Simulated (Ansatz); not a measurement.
C5H6F2 (`FC1=CC(F)CC1`) at its PBE0-D4/def2-TZVP geometry, where that method's forces vanish. The species carries charge 0 and has multiplicity 1.

```xyz
13

F     0.6155    0.7283    2.4465
C     0.3185    0.2730    1.2358
C     0.2742   -1.0045    0.8835
C    -0.1634   -1.1022   -0.5358
F    -1.4842   -1.5669   -0.5950
C    -0.0829    0.3330   -1.0681
C    -0.0168    1.2459    0.1621
H     0.4541   -1.8513    1.5302
H     0.4163   -1.8090   -1.1352
H     0.8245    0.4440   -1.6647
H    -0.9340    0.5385   -1.7172
H    -0.9653    1.7452    0.3845
H     0.7434    2.0259    0.0734
```

(1) What forces (eV/Å) does B3LYP-D4/def2-TZVPP give on these atoms in the Gaussian-basis code of Ansatz? (Estimate.)

Answers

(1) The calculation gave: 
```
F1   0.098  0.148  0.407
C2  -0.043 -0.179 -0.196
C3   0.057 -0.107  0.176
C4   0.400 -0.124 -0.109
F5  -0.415 -0.152 -0.025
C6  -0.013  0.079 -0.338
C7  -0.028  0.280  0.067
H8  -0.014  0.059 -0.049
H9  -0.045  0.042  0.039
H10 -0.055 -0.001  0.020
H11  0.055 -0.003  0.027
H12  0.051 -0.012 -0.020
H13 -0.048 -0.029  0.001
```

B3LYP here is the variant with VWN-RPA as its local correlation; programs differ in this.
